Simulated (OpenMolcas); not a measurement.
## Multiconfigurational calculation on Br⁶⁺

Input:

```
&GATEWAY
Coord
1

Br 0.0 0.0 0.0
Basis=ANO-RCC-VTZP
Group=XYZ
NoMove
AngMom=0.0 0.0 0.0
AMFI
&SEWARD
Relativistic=R03O02
&RASSCF
FileOrb=start.orb
Symmetry=1
Spin=2
nActEl=1 0 0
Inactive=8 6
Ras2=1 3
CIRoot=1 1 1
SDav=1
CIMx=300
Iter=120 100
PrWF=0.3
OrbListing=Nothing
MaxOrb=0
Atom
>>> COPY $Project.JobIph JOBPRE
&RASSCF
FileOrb=start.orb
Symmetry=1
Spin=2
nActEl=1 0 0
Inactive=8 6
Ras2=2 6
CIRoot=1 1 1
SDav=2
CIMx=300
Iter=120 100
PrWF=0.3
OrbListing=Nothing
MaxOrb=0
Atom
>>> COPY $Project.JobIph JOB001
&RASSCF
FileOrb=start.orb
Symmetry=2
Spin=2
nActEl=1 0 0
Inactive=8 6
Ras2=2 6
CIRoot=3 3 1
SDav=6
CIMx=300
Iter=120 100
PrWF=0.3
OrbListing=Nothing
MaxOrb=0
Atom
>>> COPY $Project.JobIph JOB002
&RASSI
NrOfJobIphs=2 1 3
1
1 2 3
IphNames
JOB001
JOB002
EJob
SpinOrbit
DIPRint=1.0
SOCoupling=1000.0
Subsets=2
MEES
Property=10
'ANGMOM' 1 'ANGMOM' 2 'ANGMOM' 3 'MLTPL  1' 1 'MLTPL  1' 2 'MLTPL  1' 3
'AMFI' 1 'AMFI' 2 'AMFI' 3 'MLTPL  2' 6
SOProperty=3
'ANGMOM' 1 'ANGMOM' 2 'ANGMOM' 3
```

Launched by
```bash
OMP_NUM_THREADS=1 MOLCAS_MEM=2252 MOLCAS_PROJECT=a pymolcas a.inp > a.log  # once for each step of the input, in one work folder
```

A driver script runs the steps one by one and writes start.orb anew before each from the orbitals found so far.

Output, cut to the results:

```
--- SEWARD ---
Basis set label: BR.ANO-RCC...6S5P3D1F.

      Electronic valence basis set:
      ------------------
      Associated Effective Charge  35.000000 au
      Associated Actual Charge     35.000000 au
      Nuclear Model: Point charge

      Shell  nPrim  nBasis  Cartesian Spherical Contaminant
         s      20       6        X
         p      17       5        X
         d      11       3                 X
         f       4       1                 X
Relativistic=R03O02
                  Relativistic Douglas-Kroll-Hess integrals:
                    - DKH order of Hamiltonian: 3
                    - DKH order of Properties : 2
--- RASSCF ---
Wave function specifications:
      -----------------------------

      Number of closed shell electrons          28
      Number of electrons in active shells       1
      Max number of holes in RAS1 space          0
      Max nr of electrons in RAS3 space          0
      Number of inactive orbitals               14
      Number of active orbitals                  8
      Number of secondary orbitals              21
      Spin quantum number                      0.5
      State symmetry                             1
Orbital specifications:
      -----------------------

      Symmetry species                           1   2
                                                ag  au
      Frozen orbitals                            0   0
      Inactive orbitals                          8   6
      Active orbitals                            2   6
      RAS1 orbitals                              0   0
      RAS2 orbitals                              2   6
      RAS3 orbitals                              0   0
      Secondary orbitals                        11  10
      Deleted orbitals                           0   0
      Number of basis functions                 21  22
      Number of CSFs                             2
      Number of root(s) required                 1
      Iter CI   SX   CI       RASSCF       Energy    max ROT     max BLB   max BLB  Level Ln srch  Step   QN
          iter iter root      energy       change     param      element    value   shift minimum  type update
 Nr of preliminary CI iterations:   1
 ###############################################################################
 ###############################################################################
 ###                                                                         ###
 ###                                                                         ###
 ###    WARNING: Problems in orbital optimization.                           ###
 ###                                                                         ###
 ###                                                                         ###
 ###############################################################################
 ###############################################################################
  Warning: In symmetry  1, orbital p=  10 has diagonal density matrix element D(p,p) close to zero. D(p,p)=  3.019369E-29
 ###############################################################################
        ...
  Warning: In symmetry  2, orbital p=  10 has diagonal density matrix element D(p,p) close to zero. D(p,p)=  0.000000E+00
  Warning: In symmetry  2, orbital p=  11 has diagonal density matrix element D(p,p) close to zero. D(p,p)=  0.000000E+00
  Warning: In symmetry  2, orbital p=  12 has diagonal density matrix element D(p,p) close to zero. D(p,p)=  0.000000E+00
        4   1    1    1  -595.12138219    1.36E-12   0.00E+00    3  11 1  4.87E-08   0.50   0.00    SX    NO
      Convergence after  4 iterations
        5   1    1    1  -595.12138219   -2.27E-12   0.00E+00    3  11 1  4.87E-08   0.50   0.00    SX    NO
      Natural orbitals and occupation numbers for root  1
      sym 1:   1.000000   0.000000
      sym 2:   0.000000   0.000000   0.000000   0.000000   0.000000   0.000000
::    RASSCF root number  1 Total energy:  -2595.12138219
--- RASSCF ---
Wave function specifications:
      -----------------------------

      Number of closed shell electrons          28
      Number of electrons in active shells       1
      Max number of holes in RAS1 space          0
      Max nr of electrons in RAS3 space          0
      Number of inactive orbitals               14
      Number of active orbitals                  8
      Number of secondary orbitals              21
      Spin quantum number                      0.5
...
--- RASSI ---
SPIN-FREE ENERGIES:
  (Shifted by EMIN (a.u.) =      -2595.1213821867)

 SF State       Relative EMIN(au)   Rel lowest level(eV)    D:o, cm**(-1)      L_eff

     1             0.0000000000        0.0000000000              0.0000         0.0
     2             0.6001720765       16.3315141888         131722.5453         1.0
     3             0.6001720765       16.3315141888         131722.5453         1.0
     4             0.6001720765       16.3315141888         131722.5453         1.0
     Dipole printing threshold changed to   1.00000000E+00

++ Dipole transition strengths (spin-free states):
   -----------------------------------------------
     for osc. strength at least  1.00000000E+00

  ( Max oscillator strength is only   0.29921993395012331      )
--
Eigenvalues of complex Hamiltonian:
   -----------------------------------
  (Shifted by EMIN (a.u.) =      -2595.1213821867)

 SO State       Relative EMIN(au)   Rel lowest level(eV)    D:o, cm**(-1)     J-value

     1             0.0000000000        0.0000000000              0.0000         0.4
     2             0.0000000000        0.0000000000              0.0000         0.4
     3             0.5797418609       15.7755796990         127238.6312         0.4
     4             0.5797418609       15.7755796990         127238.6312         0.4
     5             0.6103871844       16.6094814336         133964.5023         1.0
     6             0.6103871844       16.6094814336         133964.5023         1.1
     7             0.6103871844       16.6094814336         133964.5023         1.3
     8             0.6103871844       16.6094814336         133964.5023         1.2
Weights of the five most important spin-orbit-free states for each spin-orbit state.

 SO State  Total energy (au)           Spin-free states, spin, and weights
 -------------------------------------------------------------------------------------------------------
...
```

The J values that RASSI prints are effective ones from its own formula and need not be integers or half-integers; the table below assigns J from the states.

Levels above the lowest, from the spin-orbit matrix, grouped by J:

```
Configuration  Term    J  E (cm⁻¹)      g  Term weight %
           4s    ²S  1/2       0.0  2.002            100
           4p   ²P°  1/2    127239  0.666            100
           4p   ²P°  3/2    133965  1.334            100
```

With one active electron outside closed inactive shells, the extra shells (5p 5s) add no correlation to the reference. With one active electron the reference holds no correlation, so core polarisation is missing. Only configurations of the active space appear. The first state left out of the spin-orbit step lies near 410000 cm-1 above the lowest spin-free state of the reference (among the parities and spins computed), and the list stops at four fifths of that energy or lower.

The RASSCF and RASSI steps took 4.4 s on 1 thread of Intel(R) Xeon(R) 6975P-C (Granite Rapids) (shared host); the integral step is not counted.

The term weight is that of the spin-free term in the level, not the purity of its configuration. ° marks odd parity.
